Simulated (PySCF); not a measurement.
**Gas-phase XPS of `C=CCCS(=O)(=O)[O-]`, computed**

Compound: C4H7O3S (charge -1).
Cartesian coordinates in Å at the PBE0-D3(BJ)/def2-SVP level; atoms count from 1:
```xyz
15
C4H7O3S angstrom
C      2.9955   -0.0368    0.1924
C      1.9342    0.0986   -0.6077
C      0.5402    0.3991   -0.1719
C     -0.4564   -0.6864   -0.5471
S     -2.1439   -0.2169   -0.0502
O     -2.3951    1.0310   -0.8093
O     -2.0396   -0.0276    1.4157
O     -2.9743   -1.3671   -0.4661
H      2.9014    0.0839    1.2772
H      3.9889   -0.2745   -0.2004
H      2.0756   -0.0437   -1.6892
H      0.1804    1.3321   -0.6421
H      0.4877    0.5524    0.9175
H     -0.4925   -0.8595   -1.6347
H     -0.2328   -1.6404   -0.0454
```

Method used: delta-SCF UKS SCAN, pcX-2 on the ionised atom, pcseg-1 elsewhere, spin-free X2C (PySCF 2.14.0). These are vertical core ionisation energies against the vacuum level, from separate self-consistent calculations with and without the core hole.

List the computed XPS lines with their assignment.

```json
{"atom(s)": "S5", "bonded to": "2 O (double bond), O and C", "level": "S 1s", "binding energy (eV)": "2477.42", "2p1/2 (eV)": "–", "above the level's lowest (eV)": "0.00", "count": "1"}
{"atom(s)": "O8", "bonded to": "S", "level": "O 1s", "binding energy (eV)": "531.79", "2p1/2 (eV)": "–", "above the level's lowest (eV)": "+0.02", "count": "1"}
{"atom(s)": "O6/O7", "bonded to": "S (double bond)", "level": "O 1s", "binding energy (eV)": "531.77", "2p1/2 (eV)": "–", "above the level's lowest (eV)": "0.00", "count": "2"}
{"atom(s)": "C3", "bonded to": "2 C and 2 H", "level": "C 1s", "binding energy (eV)": "287.07", "2p1/2 (eV)": "–", "above the level's lowest (eV)": "+0.57", "count": "1"}
{"atom(s)": "C1", "bonded to": "C (double bond) and 2 H", "level": "C 1s", "binding energy (eV)": "286.94", "2p1/2 (eV)": "–", "above the level's lowest (eV)": "+0.44", "count": "1"}
{"atom(s)": "C4", "bonded to": "S, C and 2 H", "level": "C 1s", "binding energy (eV)": "286.50", "2p1/2 (eV)": "–", "above the level's lowest (eV)": "0.00", "count": "1"}
{"atom(s)": "S5", "bonded to": "2 O (double bond), O and C", "level": "S 2p3/2", "binding energy (eV)": "168.34", "2p1/2 (eV)": "169.57", "above the level's lowest (eV)": "0.00", "count": "1"}
```

Lowest listed C 1s: C4, bonded to S, C and 2 H. Highest, 0.57 eV above it: C3, bonded to 2 C and 2 H. The widest gap between neighbouring values is 0.44 eV, between 286.50 and 286.94 eV. Summing the Pauling electronegativity differences to the bonded atoms, each weighted by its formal bond order, gives -0.67 for the lowest site and -0.70 for the highest; the largest sum, -0.67, belongs to C4, 0.57 eV below the top. The smallest sum, -0.70, belongs to C1, 0.44 eV above the lowest.

The 2 O 1s values lie within 0.02 eV of each other; Gaussian lines of 0.5 eV full width would blend them into one maximum.

Which photon wavelength matches the C 1s of C4 threshold?

λ = hc/E = 12398.42 eV Å / 286.50 eV = 43.275 Å.

Express the binding energy of C 1s of C4 in atomic units and per mole.

286.50 eV = 10.5287 Eh = 27643 kJ/mol.

Topologically equivalent atoms share the value of their first member; where this conformer doesn't relate them by symmetry, their own values could differ. The list is incomplete; no value stands for C 1s of C2 (hole states with ⟨S²⟩ of 1 or more are left out). Spin contamination (⟨S²⟩ against 0.75 for a pure doublet) is marked for C 1s of C1 (0.95), which makes this value less certain. Spin–orbit and ligand-field terms were added within each 2p shell after the spin-free SCF. 2p1/2 minus 2p3/2 (ligand field included): S 1.23 eV. The species carries charge -1, so core ionisation leaves a neutral species. The basis sets have no added diffuse functions. The structure is a single PBE0-D3(BJ)/def2-SVP conformer in the gas phase; no vibrational or solvent corrections. The geometry's basis has no diffuse functions, a weakness for an anion.
